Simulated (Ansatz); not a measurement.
Steps of a relaxation of CH$_{3}$F$_{2}$NOSn with RKS PBE0-D4/def2-TZVP.

```sh
$ ansatz run in.yaml --threads 4 --pin off --events-out ev --progress --plain --max-ram 10444MiB
```

```yaml
crystal:
  periodic: [false, false, false]
  atoms:
    - {symbol: N, position_ang: [0.506967, -1.166040, 0.155164]}
    - {symbol: Sn, position_ang: [1.414277, -0.394324, -1.550867]}
    - {symbol: O, position_ang: [-0.812976, 1.447362, -0.930760]}
    - {symbol: C, position_ang: [-1.207089, 0.971339, 0.088515]}
    - {symbol: F, position_ang: [-0.779219, 1.278444, 1.302653]}
    - {symbol: F, position_ang: [-2.226420, 0.134943, 0.205837]}
    - {symbol: H, position_ang: [0.849819, -1.003922, 1.106627]}
    - {symbol: H, position_ang: [-0.094956, -1.994442, 0.126717]}
    - {symbol: H, position_ang: [2.438197, 0.680441, -0.520987]}
basis:
  gaussian: {orbitals: def2-TZVP}
hamiltonian: {xc: pbe0, dispersion: d4}
relax: {f_tol: 0.005, max_steps: 150}
```

Positions (Å) and forces (eV/Å) along the path, 12 of 12 steps:

```xyz
9
step=1 energy=-15882.5876 eV
N     0.507   -1.166    0.155    0.038   -0.180    0.077
Sn    1.414   -0.394   -1.551   -0.104   -0.087    0.755
O    -0.813    1.447   -0.931   -0.559   -0.664    1.440
C    -1.207    0.971    0.089    0.103    0.239   -0.394
F    -0.779    1.278    1.303   -0.355   -0.217   -0.953
F    -2.226    0.135    0.206    0.781    0.681   -0.092
H     0.850   -1.004    1.107   -0.164   -0.132   -0.647
H    -0.095   -1.994    0.127    0.430    0.523   -0.001
H     2.438    0.680   -0.521   -0.171   -0.164   -0.185
9
step=2 energy=-15882.6190 eV
N     0.498   -1.164    0.177    0.306   -0.491    1.010
Sn    1.393   -0.405   -1.486   -0.082   -0.076   -0.428
O    -0.841    1.479   -0.934    0.075   -0.253    0.176
C    -1.237    1.016    0.074   -0.398    0.217    0.361
F    -0.829    1.340    1.277   -0.069   -0.174   -0.412
F    -2.262    0.206    0.190    0.394    0.181   -0.058
H     0.987   -1.138    1.086   -0.501    0.117   -0.784
H    -0.013   -2.043    0.116    0.118    0.326   -0.050
H     2.391    0.663   -0.518    0.157    0.154    0.184
9
step=3 energy=-15882.6012 eV rejected
N     0.492   -1.172    0.132    0.412   -0.333    1.365
Sn    1.411   -0.421   -1.526   -0.037   -0.069   -0.081
O    -0.794    1.433   -0.905   -0.356    0.170    0.330
C    -1.259    1.041    0.104    0.511   -0.633   -0.220
F    -0.832    1.331    1.304   -0.238    0.127   -0.171
F    -2.256    0.202    0.205    0.031    0.395    0.023
H     0.874   -1.008    1.090   -0.470   -0.242   -1.294
H     0.044   -2.089    0.102    0.105    0.456   -0.005
H     2.408    0.638   -0.522    0.043    0.130    0.053
9
step=4 energy=-15882.6448 eV
N     0.521   -1.167    0.154    0.153   -0.286    0.651
Sn    1.436   -0.419   -1.513   -0.069    0.007   -0.036
O    -0.816    1.410   -0.921   -0.068   -0.157    0.124
C    -1.253    0.998    0.092   -0.053    0.315   -0.108
F    -0.822    1.304    1.283    0.025   -0.064    0.006
F    -2.323    0.261    0.216    0.131   -0.055   -0.043
H     0.943   -1.077    1.084   -0.306   -0.009   -0.615
H    -0.016   -2.028    0.105    0.152    0.227   -0.012
H     2.419    0.671   -0.518    0.036    0.022    0.032
9
step=5 energy=-15882.6570 eV
N     0.517   -1.183    0.152    0.060   -0.155    0.125
Sn    1.411   -0.410   -1.516   -0.031   -0.035    0.071
O    -0.821    1.435   -0.920   -0.020    0.073    0.014
C    -1.244    1.017    0.094    0.016   -0.172   -0.039
F    -0.826    1.337    1.285   -0.017    0.043    0.009
F    -2.248    0.194    0.214   -0.001    0.084    0.007
H     0.899   -1.054    1.082   -0.078   -0.038   -0.196
H    -0.018   -2.043    0.105    0.098    0.196    0.012
H     2.419    0.660   -0.513   -0.024    0.004   -0.004
9
step=6 energy=-15882.6590 eV
N     0.522   -1.190    0.153    0.055   -0.094    0.085
Sn    1.415   -0.415   -1.514   -0.041   -0.022    0.048
O    -0.816    1.433   -0.921   -0.015    0.052   -0.004
C    -1.239    1.015    0.093    0.012   -0.104   -0.012
F    -0.821    1.336    1.284   -0.014    0.026    0.003
F    -2.250    0.200    0.213   -0.001    0.054    0.004
H     0.902   -1.063    1.083   -0.067   -0.021   -0.138
H    -0.027   -2.039    0.106    0.080    0.115    0.009
H     2.401    0.677   -0.513   -0.007   -0.007    0.005
9
step=7 energy=-15882.6604 eV
N     0.535   -1.210    0.149    0.030   -0.004   -0.024
Sn    1.421   -0.428   -1.515   -0.024    0.001    0.054
O    -0.814    1.441   -0.919    0.025   -0.020   -0.013
C    -1.236    1.019    0.094   -0.075    0.076   -0.024
F    -0.818    1.339    1.285    0.029   -0.025    0.020
F    -2.259    0.221    0.215    0.014   -0.023    0.002
H     0.888   -1.056    1.081   -0.008   -0.017   -0.016
H    -0.006   -2.061    0.105    0.017    0.027    0.011
H     2.378    0.688   -0.511   -0.008   -0.015   -0.009
9
step=8 energy=-15882.6609 eV
N     0.540   -1.214    0.150    0.030    0.006   -0.036
Sn    1.421   -0.428   -1.513   -0.024    0.002    0.038
O    -0.819    1.446   -0.920    0.012   -0.005   -0.007
C    -1.241    1.025    0.092   -0.033    0.023   -0.007
F    -0.819    1.341    1.284    0.006   -0.013    0.001
F    -2.260    0.221    0.213    0.008   -0.001    0.005
H     0.897   -1.064    1.082   -0.010   -0.007    0.000
H    -0.007   -2.060    0.106    0.009    0.007    0.011
H     2.377    0.687   -0.510    0.000   -0.012   -0.005
9
step=9 energy=-15882.6613 eV
N     0.548   -1.220    0.151    0.026    0.013   -0.028
Sn    1.420   -0.429   -1.512   -0.015    0.004    0.017
O    -0.825    1.452   -0.921    0.000    0.001    0.004
C    -1.248    1.032    0.091    0.005   -0.006   -0.006
F    -0.821    1.342    1.283   -0.008   -0.003   -0.007
F    -2.267    0.228    0.212    0.001    0.009    0.007
H     0.903   -1.069    1.082   -0.009   -0.005    0.005
H    -0.001   -2.065    0.106   -0.002   -0.007    0.010
H     2.379    0.683   -0.509    0.003   -0.005   -0.001
9
step=10 energy=-15882.6614 eV
N     0.552   -1.223    0.150    0.017    0.014   -0.014
Sn    1.419   -0.428   -1.512   -0.007    0.003    0.002
O    -0.827    1.453   -0.922   -0.002   -0.001    0.006
C    -1.251    1.034    0.091    0.013   -0.005   -0.004
F    -0.821    1.341    1.282   -0.010   -0.002   -0.008
F    -2.272    0.233    0.212   -0.001    0.006    0.005
H     0.904   -1.069    1.083   -0.006   -0.005    0.004
H     0.003   -2.068    0.107   -0.007   -0.009    0.008
H     2.381    0.682   -0.509    0.002   -0.001    0.001
9
step=11 energy=-15882.6614 eV
N     0.555   -1.225    0.150    0.006    0.007   -0.002
Sn    1.418   -0.426   -1.512   -0.001    0.002   -0.004
O    -0.827    1.452   -0.922    0.000   -0.003    0.003
C    -1.252    1.034    0.090    0.008    0.002    0.000
F    -0.821    1.340    1.282   -0.007   -0.002   -0.005
F    -2.275    0.236    0.212    0.000    0.001    0.003
H     0.904   -1.070    1.084   -0.004   -0.005   -0.001
H     0.004   -2.068    0.107   -0.003   -0.004    0.005
H     2.382    0.681   -0.509    0.001    0.001    0.001
9
step=12 energy=-15882.6614 eV
N     0.555   -1.225    0.150    0.000    0.002    0.001
Sn    1.416   -0.425   -1.512    0.000    0.001   -0.003
O    -0.826    1.451   -0.922    0.001   -0.003   -0.001
C    -1.251    1.033    0.090    0.003    0.005    0.003
F    -0.821    1.340    1.281   -0.004   -0.002   -0.003
F    -2.275    0.236    0.212    0.000    0.000    0.001
H     0.905   -1.070    1.084   -0.003   -0.004   -0.002
H     0.003   -2.068    0.108    0.001    0.000    0.003
H     2.383    0.681   -0.509    0.000    0.001    0.001
```

Run time 58 s (4 threads of an Intel Xeon Platinum 8259CL on a shared host); peak host memory 0.67 GiB.
